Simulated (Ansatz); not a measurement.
Cs₃H₄⁻, relaxed as a singlet with RKS PBE-D4/def2-TZVPD in Ansatz, starting from the GFN1-xTB geometry. Force threshold 0.02 eV/Å.

In the def2 sets Cs takes a core potential; there is no spin–orbit coupling. The highest occupied level of the charge -1 singlet lies above zero (up to 0.01 eV). By energy differences its removal costs 2.44 eV (vertical, to the charge 0 doublet, at PBE0-D4/def2-TZVPD). The structure comes from a short search, and lower isomers may exist.

Start:

Cartesian coordinates in Å:
```
Cs 2.099 0.731 -0.802
Cs -0.986 1.121 1.851
Cs -1.350 -1.394 -1.353
H 1.362 -1.745 -1.851
H -0.748 1.527 -1.087
H 1.799 1.087 1.940
H -2.176 -1.327 1.302
```

Question: Estimate the energy that the relaxation releases and the steps that it takes.

Answer: 0.07 eV, in 5 steps; 6.5 s on 4 threads of Arm Neoverse V2 on a shared host. No frequencies were taken in this run, so the end may be a saddle point.

Question: Does the start keep its bonding and symmetry?

Answer: By distances, no bond broke or formed. The bond that changes most is Cs3–H5, from 2.99 to 2.90 Å (atoms count from 1). Point group Cs at the start, C3v at the end, both within 0.05 Å.

Question: Predict the relaxed structure.

Answer: 
```xyz
7

Cs    2.199    0.766   -0.850
Cs   -1.015    1.149    1.949
Cs   -1.418   -1.442   -1.432
H     1.382   -1.743   -1.973
H    -0.650    1.308   -0.924
H     1.850    1.262    1.953
H    -2.347   -1.300    1.278
```
Bond lengths (bridged metal pairs left out): 9 × Cs–H 2.87 to 2.90 Å.
